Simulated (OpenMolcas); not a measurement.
## Co²⁺: effect of the level shift or regulariser

```json
{
  "Program": "OpenMolcas",
  "Basis": "ANO-RCC-VQZP [7s6p4d3f2g1h]",
  "Scalar Hamiltonian": "DKH2, point nucleus",
  "Active space": "7 electrons in 6 orbitals (3d 4s)",
  "State averaging": "2S+1 = 4 even, 50 roots; 2S+1 = 6 even, 5 roots kept (CI in the orbitals of an earlier block); 2S+1 = 2 even, 110 roots kept (CI in the orbitals of an earlier block)",
  "Spin-orbit coupling": "state interaction with AMFI integrals over the reference wave functions, term energies averaged over their components"
}
```

Methods on the same reference wave functions:
A. CASSCF
B. MS-CASPT2, IPEA 0.25 Eh, imaginary shift 0.1 Eh (closed shells correlated: 3s 3p)
C. MS-CASPT2, IPEA 0.25 Eh, sigma2 regulariser 0.3 Eh (closed shells correlated: 3s 3p)

Energies in cm-1 above 3d7 4F 9/2, the measured ground level; measured values from Sugar and Corliss, J. Phys. Chem. Ref. Data 10, 1097 (1981).

| Level | A | B | C | Measured |
| --- | --- | --- | --- | --- |
| 3d7 4F 9/2 | 0.0 | 0.0 | 0.0 | 0.0 |
| 3d7 4F 7/2 | 883 | 890 | 890 | 841 |
| 3d7 4F 5/2 | 1537 | 1538 | 1538 | 1451 |
| 3d7 4F 3/2 | 1987 | 1980 | 1980 | 1867 |
| 3d7 4P 5/2 | 20482 | 15190 | 15180 | 15202 |
| 3d7 2G 9/2 | 20602 | 16380 | 16380 | 16978 |
| 3d7 4P 3/2 | 20797 | 15370 | 15370 | 15428 |
| 3d7 4P 1/2 | 21200 | 15860 | 15860 | 15811 |
| 3d7 2G 7/2 | 21448 | 17230 | 17230 | 17766 |
| 3d6 4s 6D 9/2 | 25696 | 44000 | 44000 | 46438 |
| 3d6 4s 6D 7/2 | 26222 | 44530 | 44530 | 47003 |
| 3d6 4s 6D 5/2 | 26616 | 44920 | 44920 | 47415 |
| 3d6 4s 6D 3/2 | 26890 | 45190 | 45190 | 47699 |
| 3d6 4s 6D 1/2 | 27053 | 45350 | 45350 | 47865 |
| 3d7 2P 3/2 | 27236 | 19250 | 19250 | 20195 |
| 3d7 2H 11/2 | 27365 | 22530 | 22530 | 22720 |
| 3d7 2H 9/2 | 28109 | 23280 | 23280 | 23434 |
| 3d7 2P 1/2 | 28117 | 19950 | 19950 |  |
| 3d7 2D 5/2(1) | 29665 | 22510 | 22510 | 23059 |
| 3d7 2D 3/2(1) | 30966 | 23730 | 23730 | 24237 |
| 3d6 4s 4D 7/2(1) | 36386 | 52200 | 52200 |  |
| 3d6 4s 4D 5/2(1) | 36999 | 52820 | 52820 |  |
| 3d6 4s 4D 3/2(1) | 37412 | 53220 | 53230 |  |
| 3d6 4s 4D 1/2(1) | 37653 | 53460 | 53460 |  |

Deviations, from unrounded energies. A percentage is the sum of absolute deviations over the sum of measured energies, with the sign that they share, or ± where signs differ.

| Against measurement | Levels | A | B | C |
| --- | --- | --- | --- | --- |
| mean absolute deviation (cm-1) | 18 | 8700 | 900 | 900 |
| fine structure of the ground term (%) | 3 | +6.0 | +6.0 | +6.0 |
| other terms of the ground configuration (%) | 10 | +27.2 | ±1.9 | ±1.9 |
| other configurations (%) | 5 | -44.0 | -5.3 | -5.3 |

B, C lie about equally close to measurement and A furthest from it. The largest miss of B in the table is 3d6 4s 6D 1/2, by -2500 cm-1. The ranking rests on the paired levels alone, and a cruder setting can come out closer through cancelling errors.

Between B and C no level of the table moves by more than 5 cm-1.

The two smallest mean deviations differ by little beside CASPT2's spread within terms, so their order carries little weight.

From A to B the spin-free energies of the other terms of 3d7 shown, above 4F, scale by factors of 0.69 to 0.82.

The lowest spin-free term lies below A's lowest term by 0.638 hartree in B, 0.638 hartree in C.

CASPT2 does not keep the components of a term degenerate, so their means are used; among the terms shown or strongly mixed into the levels shown the widest spread is 1700 cm-1 (3d7 4F, C). Terms from blocks run as CI alone lack orbitals of their own. A single d shell beside an s shell can misplace configurations of different d count against each other. Without dynamic correlation excited terms often stand tens of per cent too high (terms of higher spin than the ground term too low), and those without a measured partner can miss by more than the paired ones (holds for A). Some levels mix across a computed gap that differs much from the measured one, so their mixing is not that of the real levels (holds for A). Blocks of more than 70 roots (2S+1 = 2 even) ran without multistate coupling (holds for B; C). The CASPT2 spread within a term exceeds the gap to the next term for 3d7 2H and 3d7 2D(1), so the order of their levels is uncertain (holds for B; C). Computed and measured levels are paired by configuration, term and J; levels that our copy of the source lacks, or whose pairing is in doubt (as where it misses far off the trend of its configuration), stay unpaired and out of the deviations. Only configurations of the active space appear. The table leaves out levels that lie high or whose names do not pair safely across all columns.

A number in round brackets counts repeated terms of one configuration in the order of the reference energies.
